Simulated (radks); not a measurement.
Effect of the nuclear size on neutral sulfur, [Ne] 3s2 3p4. Calculated with a radial shooting solver on a logarithmic mesh with Libxc functionals: Dirac Kohn-Sham, BLYP, spin-unpolarised, spherical densities, finite nucleus; open shells are shared between the two j in proportion to 2j + 1; Fermi nuclear charge, rms radius 3.2611 fm. The rms radius is varied about that value; shifts are against it.

[
 {"rms radius (fm)": "2.7687", "total energy shift (eV)": "-0.00284", "density at nucleus (e/bohr^3)": "2957", "1s1/2 shift (meV)": "-1.19", "2s1/2 shift (meV)": "-0.084"},
 {"rms radius (fm)": "2.9415", "total energy shift (eV)": "-0.00190", "density at nucleus (e/bohr^3)": "2954", "1s1/2 shift (meV)": "-0.796", "2s1/2 shift (meV)": "-0.056"},
 {"rms radius (fm)": "3.2611", "total energy shift (eV)": "0", "density at nucleus (e/bohr^3)": "2949", "1s1/2 shift (meV)": "0.000", "2s1/2 shift (meV)": "0.000"},
 {"rms radius (fm)": "3.3687", "total energy shift (eV)": "0.000682", "density at nucleus (e/bohr^3)": "2947", "1s1/2 shift (meV)": "0.286", "2s1/2 shift (meV)": "0.020"},
 {"rms radius (fm)": "3.8187", "total energy shift (eV)": "0.00377", "density at nucleus (e/bohr^3)": "2941", "1s1/2 shift (meV)": "1.58", "2s1/2 shift (meV)": "0.112"}
]

Slopes of the eigenvalues against <r^2> in GHz/fm^2, as finite differences over the two radii next to the reference (eigenvalue slopes, not the field-shift constants of lines): 1s1/2 97.1, 2s1/2 6.85.
